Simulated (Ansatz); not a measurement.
Born–Oppenheimer molecular dynamics of C$_{3}$H$_{10}$BN (15 atoms, charge 0, multiplicity 1). It starts from a relaxed structure.

The calculation used UKS B3LYP-D4/STO-3G in Ansatz 0.2.0.

```yaml
ensemble: NVE (Milne-controlled integrator)
time_step: 0.5 fs
steps_asked: 400
starting_velocities_drawn_for: 3000 K
seed: 642722
```

First frame:

```xyz
15
Properties=species:S:1:pos:R:3
C -2.136 -0.388 -0.427
C -0.751 -1.124 -0.514
B 0.249 -0.408 0.475
C 1.324 0.621 -0.054
N 1.849 1.581 1.009
H -2.042 0.669 -0.722
H -2.539 -0.425 0.597
H -2.864 -0.868 -1.100
H -0.410 -1.096 -1.561
H -0.911 -2.179 -0.236
H 0.187 -0.643 1.627
H 2.134 0.011 -0.528
H 0.906 1.230 -0.880
H 2.262 0.953 1.760
H 2.721 2.015 0.583
```

(1) What does the run give?

(2) What happens to the structure?

(3) How do temperature and energy run in time?

## Answers

(1) All steps were run.

| Property | Result |
| --- | --- |
| steps done | 400 |
| time covered | 200 fs |
| mean temperature over the second half | 1758 K |
| spread of the potential energy over the second half | 19.9 meV per atom |
| mean potential energy of the second half above the start | 139.1 meV per atom |

The conserved energy stayed within 0.31 meV per atom of its start (net change -0.055 meV per atom), so the integration is sound. A run of 0.2 ps of so small a system gives no equilibrium averages. Limits of this set-up: minimal basis.

(2) The same pairs are bonded in the first frame and the last. Pairs count as bonded within 1.25 times the sum of covalent radii (0.12 Å more for H–H). This is one draw of velocities; another would differ in detail.

(3) 
| time (fs) | T (K) | potential energy less start (eV) | conserved less start (meV/atom) |
| --- | --- | --- | --- |
| 0.0 | 3000 | 0.000 | 0.00 |
| 10.0 | 2188 | 1.363 | -0.06 |
| 20.0 | 2051 | 1.595 | -0.04 |
| 30.0 | 2108 | 1.498 | -0.09 |
| 40.0 | 2066 | 1.569 | -0.07 |
| 50.0 | 1867 | 1.903 | -0.10 |
| 60.0 | 2164 | 1.404 | -0.04 |
| 70.0 | 1830 | 1.965 | -0.05 |
| 80.0 | 2031 | 1.627 | -0.08 |
| 90.0 | 2128 | 1.465 | -0.03 |
| 100.0 | 1408 | 2.674 | -0.05 |
| 110.0 | 1750 | 2.100 | -0.05 |
| 120.0 | 1647 | 2.273 | -0.04 |
| 130.0 | 1671 | 2.232 | -0.06 |
| 140.0 | 1682 | 2.215 | -0.02 |
| 150.0 | 1834 | 1.959 | -0.04 |
| 160.0 | 1836 | 1.955 | -0.06 |
| 170.0 | 1987 | 1.701 | -0.08 |
| 180.0 | 1739 | 2.118 | -0.03 |
| 190.0 | 1829 | 1.967 | -0.02 |
| 200.0 | 1835 | 1.956 | -0.05 |

Time of the run: 18 min on 1 CPU thread of a shared host.
